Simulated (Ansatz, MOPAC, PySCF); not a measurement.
Lewis adduct: BH3 (SMILES B) (first 4 atoms) with PH3 (SMILES P); geometry from B3LYP-D3(BJ)/def2-TZVP, rigid monomers moved along the line of their centres of mass till B1···P5 is 1.74 Å.
(charge 0, multiplicity 1):
```xyz
8

B     -0.03035    -0.07736     0.67211
H      1.09673    -0.42107     0.41766
H     -0.84164    -0.96881     0.65524
H     -0.38373     0.93204     0.11589
P      0.04591     0.37921     2.34602
H     -1.13411     0.83702     2.95912
H      0.43686    -0.59800     3.27883
H      0.92196     1.41862     2.70668
```

Interaction energies are E(AB) − E(A) − E(B) at the monomers' geometry in the complex; basis-set methods are counterpoise corrected. Rows marked so take none.

Rows in 6-31G*, STO-3G carry no dispersion term and start afresh at each structure (6-31G* with six Cartesian d functions). The state that PM3 reach isn't checked.

Programs: Ansatz (Gaussian orbitals); MOPAC for PM3 (differences of heats of formation); PySCF for 6-31G* rows, STO-3G rows. Values without a source in brackets are computed.

Problem. One of these levels gives -30.75 kcal/mol for the interaction energy. Which one is it?
A) HF/STO-3G (no counterpoise)
B) PM3
C) HF/6-31G*
D) HF/aug-cc-pV(T+d)Z

Solution. A, HF/STO-3G (no counterpoise). The others give -86.60 (PM3), -10.06 (HF/6-31G*), -14.87 (HF/aug-cc-pV(T+d)Z)

Ansatz is a quantum-chemistry and plane-wave program.
